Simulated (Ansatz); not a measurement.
The same molecule with X = N, As, Sb. Ansatz, PBE0-D4/def2-TZVP geometries, multiplicity 1. Each molecule was computed in one conformer, which needn't be the lowest.

Elements past krypton have def2 core potentials. Scalar relativity is left out up to krypton.

| X | molecule | mean X–H bond length / Å | mean X–Si bond length / Å | HOMO energy (PBE0/def2-TZVPP) / eV | HOMO–LUMO gap (ωB97M-V/def2-TZVPP) / eV | HOMO–LUMO gap (B3LYP/def2-TZVPP) / eV |
| --- | --- | --- | --- | --- | --- | --- |
| N | `N[SiH2]CO` | 1.008 | 1.733 | -7.31 | 11.41 | 7.04 |
| Sb | `OC[SiH2][SbH2]` | 1.713 | 2.578 | -7.23 | 10.44 | 6.33 |

**Question.** Give the row for X = As, `OC[SiH2][AsH2]`. (Best estimate.)

**Answer.** Computed: 
| X | molecule | mean X–H bond length / Å | mean X–Si bond length / Å | HOMO energy (PBE0/def2-TZVPP) / eV | HOMO–LUMO gap (ωB97M-V/def2-TZVPP) / eV | HOMO–LUMO gap (B3LYP/def2-TZVPP) / eV |
| --- | --- | --- | --- | --- | --- | --- |
| As | `OC[SiH2][AsH2]` | 1.523 | 2.361 | -7.27 | 11.38 | 7.24 |

From N to Sb the mean X–H bond length rises at each step, by 0.705 Å in all; the mean X–Si bond length rises at each step, by 0.845 Å in all; the HOMO energy (PBE0/def2-TZVPP) rises at each step, by 0.08 eV in all; the HOMO–LUMO gap (ωB97M-V/def2-TZVPP) falls at each step, by 0.97 eV in all; the HOMO–LUMO gap (B3LYP/def2-TZVPP) isn't monotonic: highest at As, lowest at Sb. Bonds lengthen as the atom grows down the group.

B3LYP here is the variant with VWN-RPA as its local correlation; programs differ in this.

Spin–orbit coupling is left out; it splits and shifts lone-pair levels of the heavy atoms by tenths of an eV.
